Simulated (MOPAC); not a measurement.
MOPAC input (PM3):

```
PM3 FORCE THERMO(298,298) PRECISE LET CHARGE=-1 GEO-OK AUX(PRECISION=9) THREADS=1
C4H2FS

F     2.13576581 1   -0.02196707 1    0.01822336 1
C     0.80258844 1    0.14399637 1   -0.02603974 1
C     0.19186264 1    1.34437629 1   -0.28918862 1
C    -1.24272832 1    1.27240943 1   -0.28269631 1
C    -1.68390392 1    0.03646159 1   -0.01850261 1
S    -0.36727057 1   -1.16169747 1    0.24862138 1
H     0.72612587 1    2.27274787 1   -0.48635515 1
H    -2.70177324 1   -0.32799428 1    0.05380017 1
```

Output:

```
 *******************************************************************************
 **                                                                           **
 **                              MOPAC v23.2.5                                **
 **                                                                           **
 *******************************************************************************
 ** MOPAC's Digital Object Identifier: https://doi.org/10.5281/zenodo.6511958 **
 **                                                                           **
 ** Please cite the open-source release paper for use of this MOPAC version:  **
 ** J. E. Moussa and J. J. P. Stewart (2026)                                  **
 ** MOPAC: An open-source semiempirical molecular orbital program             **
 ** J. Open Source Softw., 11(119), 8025, https://doi.org/10.21105/joss.08025 **
 *******************************************************************************

                              PM3 CALCULATION RESULTS

 *******************************************************************************
 *  PM3        - The PM3 Hamiltonian to be used
 *  GEO-OK     - OVERRIDE INTERATOMIC DISTANCE AND OTHER SAFETY CHECKS
 *
 *
 *
 *                 CHARGE ON SYSTEM = -1
 *
 *
 *
 *  LET        - OVERRIDE SOME SAFETY CHECKS
 *  PRECISE    - TIGHTER CRITERIA TO BE USED
 *  FORCE      - FORCE CALCULATION SPECIFIED
 *  AUX        - OUTPUT AUXILIARY INFORMATION
 *  THERMO     - THERMODYNAMIC QUANTITIES TO BE CALCULATED
 *******************************************************************************
PM3 FORCE THERMO(298,298) PRECISE LET CHARGE=-1 GEO-OK AUX(PRECISION=9) THREADS=1
 C4H2FS

   ATOM   CHEMICAL          X               Y               Z
  NUMBER   SYMBOL      (ANGSTROMS)     (ANGSTROMS)     (ANGSTROMS)

     1       F          2.13576581  *  -0.02196707  *   0.01822336  *
     2       C          0.80258844  *   0.14399637  *  -0.02603974  *
     3       C          0.19186264  *   1.34437629  *  -0.28918862  *
     4       C         -1.24272832  *   1.27240943  *  -0.28269631  *
     5       C         -1.68390392  *   0.03646159  *  -0.01850261  *
     6       S         -0.36727057  *  -1.16169747  *   0.24862138  *
     7       H          0.72612587  *   2.27274787  *  -0.48635515  *
     8       H         -2.70177324  *  -0.32799428  *   0.05380017  *

          CARTESIAN COORDINATES

    NO.       ATOM           X           Y           Z

     1         F          2.1358     -0.0220      0.0182
     2         C          0.8026      0.1440     -0.0260
     3         C          0.1919      1.3444     -0.2892
     4         C         -1.2427      1.2724     -0.2827
     5         C         -1.6839      0.0365     -0.0185
     6         S         -0.3673     -1.1617      0.2486
     7         H          0.7261      2.2727     -0.4864
     8         H         -2.7018     -0.3280      0.0538

  H: (PM3): J. J. P. STEWART, J. COMP. CHEM. 10, 209 (1989).
[...]
 EFFECTIVE MASS     11.2567         C 3 -- S 6         +12.1% ( 61.3%)     28.5%
 FORCE CONSTANT      3.3973

 VIBRATION         14    9A'         ATOM PAIR     ENERGY CONTRIBUTION    RADIAL
 FREQUENCY          1380.49         C 2 -- C 3         +23.3% ( 79.2%)     70.4%
 TRANSITION DIPOLE   2.9702         F 1 -- C 2         +20.2% ( 73.8%)     76.8%
 TRAVEL (Ang.)       0.1079         C 3 -- C 4         +13.0% ( 59.3%)     41.9%
 REDUCED MASS        4.1940         C 3 -- C 5         +11.2% ( 54.9%)      1.2%
 EFFECTIVE MASS     13.4896         C 3 -- S 6         +11.1% ( 54.6%)     36.5%
 FORCE CONSTANT      4.7092         C 3 -- H 7         +10.6% ( 53.5%)      7.2%

 VIBRATION         15   10A'         ATOM PAIR     ENERGY CONTRIBUTION    RADIAL
 FREQUENCY          1656.07         C 4 -- C 5         +39.6% ( 98.9%)     95.0%
 TRANSITION DIPOLE   2.7044         C 3 -- C 4         +15.7% ( 62.3%)     52.3%
 TRAVEL (Ang.)       0.0860         C 4 -- S 6         +13.4% ( 57.6%)     34.8%
 REDUCED MASS        5.5023         C 3 -- C 5         +10.5% ( 50.9%)     56.3%
 EFFECTIVE MASS     12.0607         C 5 -- S 6         +10.4% ( 50.7%)      5.6%
 FORCE CONSTANT      8.8910

 VIBRATION         16   11A'         ATOM PAIR     ENERGY CONTRIBUTION    RADIAL
 FREQUENCY          1764.62         C 2 -- C 3         +34.2% ( 91.0%)     88.0%
 TRANSITION DIPOLE   0.8834         F 1 -- C 2         +27.5% ( 81.6%)     88.9%
 TRAVEL (Ang.)       0.0782         C 2 -- S 6         +20.0% ( 69.6%)      1.9%
 REDUCED MASS        6.2525         C 3 -- C 5          +4.7% ( 33.5%)      2.9%
 EFFECTIVE MASS     12.6478
 FORCE CONSTANT     11.4711

 VIBRATION         17   12A'         ATOM PAIR     ENERGY CONTRIBUTION    RADIAL
 FREQUENCY          3116.13         C 3 -- H 7         +93.9% ( 99.9%)    100.0%
 TRANSITION DIPOLE   0.1578         C 2 -- C 3          +1.5% ( 12.8%)     39.9%
 TRAVEL (Ang.)       0.1528         C 3 -- C 4          +1.5% ( 12.5%)     27.7%
 REDUCED MASS        0.9266         C 3 -- S 6          +1.5% ( 12.5%)     93.1%
 EFFECTIVE MASS      1.5249
 FORCE CONSTANT      5.3012

 VIBRATION         18   13A'         ATOM PAIR     ENERGY CONTRIBUTION    RADIAL
 FREQUENCY          3154.02         C 5 -- H 8         +95.3% ( 99.9%)    100.0%
 TRANSITION DIPOLE   0.2206         C 4 -- C 5          +1.6% ( 12.8%)     51.4%
 TRAVEL (Ang.)       0.1519         C 3 -- C 5          +1.5% ( 12.5%)     97.1%
 REDUCED MASS        0.9266         C 5 -- S 6          +1.5% ( 12.4%)     15.1%
 EFFECTIVE MASS      1.5295
 FORCE CONSTANT      5.4309

      SYMMETRY NUMBER FOR POINT-GROUP Cs  =  1

          SYSTEM IS A GROUND STATE

 C4H2FS

          MOLECULE IS NOT LINEAR

          THERE ARE 18 GENUINE VIBRATIONS IN THIS SYSTEM
          THIS THERMODYNAMICS CALCULATION IS LIMITED TO
          MOLECULES WHICH HAVE NO INTERNAL ROTATIONS

                    CALCULATED THERMODYNAMIC PROPERTIES
                                          *
   TEMP. (K)   PARTITION FUNCTION   H.O.F.    ENTHALPY  HEAT CAPACITY ENTROPY
                                   KCAL/MOL   CAL/MOLE    CAL/K/MOL  CAL/K/MOL

 298.00  VIB.     0.2835D+01                  1331.6049    11.8636     6.5395
         ROT.     0.1490D+06                   888.2803     2.9808    26.6521
         INT.     0.4225D+06                  2219.8852    14.8444    33.1916
         TRA.     0.9830D+27                  1480.4672     4.9680    39.7489
         TOT.                        9.265    3700.3523    19.8124    72.9405

   *: NOTE: HEATS OF FORMATION ARE RELATIVE TO THE
            ELEMENTS IN THEIR STANDARD STATE AT 298K
              (=  Standard Enthalpy of Formation).

            Hvib:  Zero-point energy is not included.
                   frequencies of less than zero cm-1 are not included.
            Hrot = (3/2)RT
            Htra = (3/2)RT + pV = (5/2)RT

            Heat capacity is Cp, not Cv

          For more information, see: HTTP://OpenMOPAC.net/Manual/thermochemistry.html

           FORCE CONSTANT IN CARTESIAN COORDINATES (Millidynes/A)

    ATOM   CHEMICAL       X               Y               Z
   NUMBER   SYMBOL  FORCE CONSTANT  FORCE CONSTANT  FORCE CONSTANT

      1       F       10.288394        0.914795        0.276473
      2       C       14.669666        8.704226        1.500028
      3       C       10.207973       12.939623        2.103091
      4       C        7.541197        9.673058        1.077586
      5       C        7.918377       10.296406        1.315626
      6       S        3.106413        4.180926        0.404324
      7       H        1.319915        4.703064        0.325646
      8       H        4.459360        1.625484        0.244892

 **********************
 *                    *
 * JOB ENDED NORMALLY *
 *                    *
 **********************

 == MOPAC DONE ==
```

The dipole moment of an ion depends on the origin.
